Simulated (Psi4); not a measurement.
imidazole (C3H4N2), singlet, at a GFN2-xTB geometry; MP2/STO-3G run with Psi4 1.11.

Here is a job for Psi4.
```
memory 2 GB

molecule {
0 1
C    -0.87926852   -0.76339748    0.04858548
C    -0.96202246    0.56432664   -0.25421761
N     0.31805837    1.03809943   -0.18491635
C     1.10334047   -0.01349464    0.15238088
N     0.41157672   -1.10582153    0.29859860
H    -1.66205207   -1.49245763    0.10269600
H    -1.79241603    1.19152933   -0.50441862
H     0.61008633    1.98662468   -0.35368542
H     2.16463922    0.06375122    0.27913983
}

set {
  basis sto-3g
  freeze_core true
  mp2_type conv
  scf_type pk
  puream true
  d_convergence 1e-8
}

energy('mp2')
print_variables()
```

The log (banner, timings and long lists left out):

```
   => Loading Basis Set <=

    Name: STO-3G
    Role: ORBITAL
    Keyword: BASIS

         ---------------------------------------------------------
                                   SCF
               by Justin Turney, Rob Parrish, Andy Simmonett
                          and Daniel G. A. Smith
                              RHF Reference
         ---------------------------------------------------------

  ==> Geometry <==

    Molecular point group: c1
    Full point group: C1

    Geometry (in Angstrom), charge = 0, multiplicity = 1:

       Center              X                  Y                   Z               Mass
    ------------   -----------------  -----------------  -----------------  -----------------
         C           -0.889214020642    -0.737882615735     0.041635029203    12.000000000000
         C           -0.971967960642     0.589841504265    -0.261168060797    12.000000000000
         N            0.308112869358     1.063614294265    -0.191866800797    14.003074004430
         C            1.093394969358     0.012020224265     0.145430429203    12.000000000000
         N            0.401631219358    -1.080306665735     0.291648149203    14.003074004430
         H           -1.671997570642    -1.466942765735     0.095745549203     1.007825032230
         H           -1.802361530642     1.217044194265    -0.511369070797     1.007825032230
         H            0.600140829358     2.012139544265    -0.360635870797     1.007825032230
         H            2.154693719358     0.089266084265     0.272189379203     1.007825032230

  Running in c1 symmetry.

  Rotational constants: A =      0.33209  B =      0.31775  C =      0.16238 [cm^-1]
  Rotational constants: A =   9955.69508  B =   9526.05338  C =   4868.06834 [MHz]
  Nuclear repulsion =  164.570610990634663

  Charge       = 0
  Multiplicity = 1
  Electrons    = 36
  Nalpha       = 18
  Nbeta        = 18

  ==> Algorithm <==

  SCF Algorithm Type is PK.
  DIIS enabled.
  MOM disabled.
  Fractional occupation disabled.
  Guess Type is SAD.
  Energy threshold   = 1.00e-08
  Density threshold  = 1.00e-08
  Integral threshold = 1.00e-12

  ==> Primary Basis <==

  Basis Set: STO-3G
    Blend: STO-3G
    Number of shells: 19
    Number of basis functions: 29
    Number of Cartesian functions: 29
    Spherical Harmonics?: true
    Max angular momentum: 1

  ==> Integral Setup <==

  Using in-core PK algorithm.
   Calculation information:
      Number of atoms:                   9
      Number of AO shells:              19
      Number of primitives:             57
      Number of atomic orbitals:        29
      Number of basis functions:        29

      Integral cutoff                 1.00e-12
      Number of threads:                 1

  Performing in-core PK
  Using 189660 doubles for integral storage.
  We computed 17192 shell quartets total.
  Whereas there are 18145 unique shell quartets.

  ==> DiskJK: Disk-Based J/K Matrices <==

    J tasked:                  Yes
    K tasked:                  Yes
    wK tasked:                  No
    Schwarz Cutoff:          1E-12

  Minimum eigenvalue in the overlap matrix is 1.8451651073E-01.
  Reciprocal condition number of the overlap matrix is 7.1190937647E-02.
    Using symmetric orthogonalization.

  ==> Pre-Iterations <==

  SCF Guess: Superposition of Atomic Densities via on-the-fly atomic UHF (no occupation information).

   -------------------------
    Irrep   Nso     Nmo
   -------------------------
     A         29      29
   -------------------------
    Total      29      29
   -------------------------

  ==> Iterations <==

                        Total Energy        Delta E     RMS |[F,P]|

   @RHF iter SAD:  -219.18898132026186   -2.19189e+02   0.00000e+00
   @RHF iter   1:  -221.90856341627784   -2.71958e+00   1.12596e-02 DIIS/ADIIS
   @RHF iter   2:  -221.96231717023039   -5.37538e-02   6.66076e-03 DIIS/ADIIS
   @RHF iter   3:  -221.98230430816221   -1.99871e-02   7.47431e-04 DIIS/ADIIS
   @RHF iter   4:  -221.98280303230354   -4.98724e-04   2.94247e-04 DIIS/ADIIS
   @RHF iter   5:  -221.98287037299013   -6.73407e-05   1.05995e-04 DIIS/ADIIS
   @RHF iter   6:  -221.98288580308778   -1.54301e-05   2.56581e-05 DIIS
   @RHF iter   7:  -221.98288699220191   -1.18911e-06   9.49717e-06 DIIS
   @RHF iter   8:  -221.98288708724107   -9.50392e-08   2.76119e-06 DIIS
   @RHF iter   9:  -221.98288709619300   -8.95193e-09   7.40139e-07 DIIS
   @RHF iter  10:  -221.98288709684303   -6.50033e-10   9.02582e-08 DIIS
   @RHF iter  11:  -221.98288709685468   -1.16529e-11   2.85525e-08 DIIS
   @RHF iter  12:  -221.98288709685579   -1.10845e-12   1.07857e-08 DIIS
   @RHF iter  13:  -221.98288709685602   -2.27374e-13   4.00269e-09 DIIS
  Energy and wave function converged.

  ==> Post-Iterations <==

    Orbital Energies [Eh]
    ---------------------

    Doubly Occupied:

[...]
    Virtual:

[...]
    Final Occupation by Irrep:
              A
    DOCC [    18 ]
    NA   [    18 ]
    NB   [    18 ]

  @RHF Final Energy:  -221.98288709685602

   => Energetics <=

    Nuclear Repulsion Energy =            164.5706109906346626
    One-Electron Energy =                -627.8861394501711857
    Two-Electron Energy =                 241.3326413626804765
    Total Energy =                       -221.9828870968560182

Computation Completed

Properties will be evaluated at   0.000000,   0.000000,   0.000000 [a0]

Properties computed using the SCF density matrix

 Multipole Moments:

 ------------------------------------------------------------------------------------
     Multipole            Electronic (a.u.)      Nuclear  (a.u.)        Total (a.u.)
 ------------------------------------------------------------------------------------

 L = 1.  Multiply by 2.5417464519 to convert [e a0] to [Debye]
 Dipole X            :          0.6686448           -0.6765938           -0.0079490
 Dipole Y            :         -0.3537518            1.7357798            1.3820280
[...]
  DIE_IF_NOT_CONVERGED          => (empty)
[...]
  FREEZE_CORE_POLICY            => (empty)
  FROZEN_DOCC                   => (empty)
  FROZEN_UOCC                   => (empty)
  INTEGRAL_PACKAGE              => (empty)
  IP_POLES                      => (empty)
  LEVEL_SHIFT                   => (empty)
  LITERAL_CFOUR                 => (empty)
  LS_THC_BASIS_TOLERANCE        => (empty)
  LS_THC_DF                     => (empty)
  LS_THC_PRUNING_SCHEME         => (empty)
  LS_THC_RADIAL_POINTS          => (empty)
  LS_THC_SPHERICAL_POINTS       => (empty)
  LS_THC_S_EPSILON              => (empty)
  LS_THC_WEIGHTS_TOLERANCE      => (empty)
  MAT_NUM_COLUMN_PRINT          => (empty)
  MAX_MOGRAD_CONVERGENCE        => (empty)
  MAX_RADIAL_MOMENT             => (empty)
  MBIS_D_CONVERGENCE            => (empty)
  MBIS_MAXITER                  => (empty)
  MBIS_PRUNING_SCHEME           => (empty)
  MBIS_RADIAL_POINTS            => (empty)
  MBIS_SPHERICAL_POINTS         => (empty)
  MOGRAD_DAMPING                => (empty)
  MOLDEN_WITH_VIRTUAL           => (empty)
  MO_MAXITER                    => (empty)
  MO_READ                       => (empty)
  MO_STEP_MAX                   => (empty)
  MO_WRITE                      => (empty)
  MP2_OS_SCALE                  => (empty)
  MP2_SOS_SCALE                 => (empty)
  MP2_SOS_SCALE2                => (empty)
  MP2_SS_SCALE                  => (empty)
  MP2_TYPE                      => CONV            !
  MP_TYPE                       => (empty)
  NAT_ORBS                      => (empty)
  NUM_FROZEN_DOCC               => (empty)
  NUM_FROZEN_UOCC               => (empty)
  NUM_GPUS                      => (empty)
  OCC_ORBS_PRINT                => (empty)
  OEPROP                        => (empty)
  OPT_METHOD                    => (empty)
  ORBITAL_OPTIMIZER_PACKAGE     => (empty)
  ORB_OPT                       => FALSE           !
  ORB_RESP_SOLVER               => (empty)
  ORTH_TYPE                     => (empty)
  OS_SCALE                      => (empty)
  PARENT_SYMMETRY               => (empty)
  PCG_BETA_TYPE                 => (empty)
  PCG_CONVERGENCE               => (empty)
  PCG_MAXITER                   => (empty)
  PCM                           => (empty)
  PE                            => (empty)
  PRINT                         => (empty)
  PRINT_NOONS                   => (empty)
  PROPERTIES                    => (empty)
  PROPERTIES_ORIGIN             => (empty)
  PUREAM                        => TRUE            !
  QC_MODULE                     => (empty)
  RAS1                          => (empty)
  RAS2                          => (empty)
  RAS3                          => (empty)
  RAS4                          => (empty)
  RELATIVISTIC                  => (empty)
  RELAXED                       => (empty)
  REMP_A                        => (empty)
  RESTRICTED_DOCC               => (empty)
  RESTRICTED_UOCC               => (empty)
  RMS_MOGRAD_CONVERGENCE        => (empty)
  R_CONVERGENCE                 => (empty)
  SCF_TYPE                      => PK              !
  SCREENING                     => (empty)
  SCS_TYPE                      => (empty)
  SOCC                          => (empty)
  SOS_TYPE                      => (empty)
  SPIN_SCALE_TYPE               => NONE            !
  SS_SCALE                      => (empty)
  SYMMETRIZE                    => (empty)
  TPDM_ABCD_TYPE                => (empty)
  WFN                           => (empty)
  WFN_TYPE                      => OMP2            !
  WRITER_FILE_LABEL             => (empty)
  ZORA_BASIS_TOLERANCE          => (empty)
  ZORA_NR_DEBUG                 => (empty)
  ZORA_PRUNING_SCHEME           => (empty)
  ZORA_RADIAL_POINTS            => (empty)
  ZORA_SPHERICAL_POINTS         => (empty)

 ==============================================================================
 ==============================================================================
 ==============================================================================

                             MP2
                    Program Written by Ugur Bozkaya,
              Additional Contributions by J. P. Misiewicz

 ==============================================================================
 ==============================================================================
 ==============================================================================

	MO spaces per irreps...

	IRREP   FC    OCC   VIR  FV
	==============================
	   A     5    13    11    0
	==============================

	Cost of iabc is      0 MB
	Cost of abcd is      0 MB
	Switching to the incore algorithm for iabc..
	Switching to the incore algorithm for abcd..

	Computing MP2 energy using SCF MOs (Canonical MP2)...
	==============================================================================
	Nuclear Repulsion Energy (a.u.)    :   164.57061099063466
	SCF Energy (a.u.)                  :  -221.98288709685602
	REF Energy (a.u.)                  :  -221.98288709685602
	Alpha-Alpha Contribution (a.u.)    :    -0.02936648862756
	Alpha-Beta Contribution (a.u.)     :    -0.22347647671354
	Beta-Beta Contribution (a.u.)      :    -0.02936648862756
	Scaled_SS Correlation Energy (a.u.):    -0.01957765908504
	Scaled_OS Correlation Energy (a.u.):    -0.26817177205625
	SCS-MP2 Total Energy (a.u.)        :  -222.27063652799728
	SOS-MP2 Total Energy (a.u.)        :  -222.25105886891225
	SCSN-MP2 Total Energy (a.u.)       :  -222.08625713682500
	SCS-MP2-VDW Total Energy (a.u.)    :  -222.29830347567690
	SOS-PI-MP2 Total Energy (a.u.)     :  -222.29575416425496
	MP2 Correlation Energy (a.u.)      :    -0.28220945396865
	MP2 Total Energy (a.u.)            :  -222.26509655082467
	==============================================================================

  Variable Map:
  ----------------------------------------------------------------------------
[...]
  Array Variable Map:
  ----------------------------------------------------------------------------
[...]
[...]
```
